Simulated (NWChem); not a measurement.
System: cyclopentanone (C5H8O); SMILES O=C1CCCC1

```xyz
14

O      0.0000     0.0000     2.1429
C      0.0000     0.0000     0.9317
C      0.1268     1.2382     0.0329
C     -0.2255     0.7403    -1.3790
C      0.2255    -0.7403    -1.3790
C     -0.1268    -1.2382     0.0329
H     -0.4901     2.0598     0.4089
H      1.1727     1.5737     0.0842
H      0.2484     1.3256    -2.1726
H     -1.3105     0.7961    -1.5345
H      1.3105    -0.7961    -1.5345
H     -0.2484    -1.3256    -2.1726
H     -1.1727    -1.5737     0.0842
H      0.4901    -2.0598     0.4089
```
Atoms are numbered in this order, from 1.

Computed with NWChem. Geometry: optimised at B3LYP/6-31G* (spherical d). COSMO at M05-2X/def2-SVP, default radii, gas-phase geometry; f = (ε − 1)/ε scales the surface charges.

```csv
row,f,electrostatic solvation energy (kcal/mol)
ε = 1.5,0.3333,-1.73
ε = 2.0,0.5000,-2.67
ε = 3.9,0.7436,withheld
ε = 37.5,0.9733,-5.68
ε = 78.4,0.9872,-5.78
```

### Question
Fit a straight line of the last column on the one before it, predict the withheld value, and compare with the run.

### Answer

1. Means of the 4 shown rows: x = 0.69845, y = -3.965. Slope Σ(x − x̄)(y − ȳ)/Σ(x − x̄)² = -2.069/0.3316 = -6.237; intercept 0.391.
2. The shown rows scatter about the line by 0.036 (root mean square); the largest residual is +0.06, at ε = 2.0.
3. At x = 0.7436 (ε = 3.9; inside the shown range) the line gives -4.25.
4. The run gives -4.15, +0.10 from the line, 2.8 times the scatter.
